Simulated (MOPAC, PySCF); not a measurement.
Ligands exchanged one at a time, Al F-I. Isolated molecules, 0 K electronic values unless said otherwise. Strings in code marks are SMILES.

Quantity: vertical ionisation energy (energy after one electron is removed minus that of the parent at the parent's geometry), in eV.

Level 1: B3LYP-D3(BJ)/def2-TZVP (PySCF)
Level 2: PBE-D3(BJ)/def2-TZVP // B3LYP-D3(BJ)/def2-TZVP (PySCF)
Level 3: minus the HOMO energy of B3LYP-D3(BJ)/def2-TZVP (PySCF)
Level 4: minus the HOMO energy of PM7 // B3LYP-D3(BJ)/def2-TZVP (MOPAC)

| species | level 2 | level 3 | level 4 |
|---|---|---|---|
| `[F][Al]([F])[I]` | 10.61 | 8.12 | 10.36 |

Task: What does level 1 give for each?

Result: 
- `[F][Al]([F])[I]`: 10.78
